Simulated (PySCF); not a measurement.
**A small calculation by hand: entropy of an ideal gas**

W(O)2(OH)2 (H2O4W), SMILES [OH][W](=[O])(=[O])[OH], multiplicity 1.

The structure is a stationary point at r2SCAN-D4/def2-SVP. The multiplicity is an assumed one; other spin states were not compared. The isomer is the one that the SMILES or the coordinates give; other isomers of the formula were not compared. The def2 effective core potentials stand for the cores of W; spin–orbit coupling is left out. One conformer was computed; it need not be the lowest.

r2SCAN-D4/def2-SVP (PySCF) gives the harmonic wavenumbers 156, 191, 198, 226, 249, 262, 358, 539, 543, 738, 747, 993, 1025, 3867, 3871 cm⁻¹ and the rotational temperatures 0.1819, 0.1608, 0.1517 K. The molar mass is 249.85 g/mol, the symmetry number 2, the spin multiplicity 1.

**Question.** Work out the entropy at 298.15 K and 1 atm in the rigid-rotor, harmonic-oscillator model.

**Answer.** 
Translation (Sackur–Tetrode at 1 atm): S = R[1.5 ln M + 2.5 ln T − 1.16487] = 177.6 J/(mol K).
Rotation: q = (√π/σ) T^1.5/√(θA θB θC) = 68500, S = R[ln q + 3/2] = 105.0 J/(mol K).
Vibration: with u = 1.4388 ν/T, each mode gives R[u/(e^u − 1) − ln(1 − e^−u)]:
| ν (cm⁻¹) | modes | u | S (J/(mol K)) |
|---|---|---|---|
| 156 | 1 | 0.75 | 10.87 |
| 191 | 1 | 0.92 | 9.28 |
| 198 | 1 | 0.96 | 9.00 |
| 226 | 1 | 1.09 | 7.99 |
| 249 | 1 | 1.20 | 7.27 |
| 262 | 1 | 1.26 | 6.90 |
| 358 | 1 | 1.73 | 4.73 |
| 539 | 1 | 2.60 | 2.37 |
| 543 | 1 | 2.62 | 2.34 |
| 738 | 1 | 3.56 | 1.11 |
| 747 | 1 | 3.60 | 1.07 |
| 993 | 1 | 4.79 | 0.40 |
| 1025 | 1 | 4.95 | 0.35 |
The stiffer modes add less than 0.005 each. Sum 63.7 J/(mol K).
Spin: R ln 1 = 0.0 J/(mol K).
Total 346.3 J/(mol K); the program's own thermochemistry gives 346.3. Translation makes up 51 % and vibration 18 %. Anharmonicity, hindered rotation and orbital degeneracy are left out.
